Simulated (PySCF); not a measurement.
C3H4BrF.

```xyz
9

F     -1.5162     2.2041     0.6799
C     -1.1468     1.1348    -0.0605
C     -1.7587    -0.1901     0.2471
C     -0.3251     0.0896     0.6010
Br     1.0995    -0.7594    -0.3398
H     -0.9332     1.3957    -1.1023
H     -2.4602    -0.2409     1.0844
H     -1.9750    -0.8606    -0.5884
H     -0.0857     0.2443     1.6556
```

Coordinates come from a PBE0-D3(BJ)/def2-SVP optimisation.

Method: PBE0/pcSseg-1 (PySCF). Non-relativistic, no solvent.

Give the absolute GIAO shielding of each atom: isotropic value and principal components (ppm). (An estimate is asked for; the answer gives what the named calculation found.)


| atom | σ(iso) | σ11 | σ22 | σ33 | span |
|---|---|---|---|---|---|
| F1 | 395.7 | 355.0 | 390.1 | 441.9 | 86.9 |
| C2 | 109.2 | 57.8 | 80.5 | 189.4 | 131.7 |
| C3 | 165.0 | 134.8 | 155.2 | 204.9 | 70.0 |
| C4 | 154.4 | 119.1 | 134.5 | 209.8 | 90.7 |
| Br5 | 2234.3 | 1755.1 | 1904.9 | 3042.8 | 1287.6 |
| H6 | 27.0 | 21.6 | 28.7 | 30.7 | 9.1 |
| H7 | 29.8 | 24.5 | 26.4 | 38.4 | 13.9 |
| H8 | 30.4 | 24.7 | 28.5 | 37.8 | 13.1 |
| H9 | 28.4 | 20.4 | 27.5 | 37.3 | 16.8 |
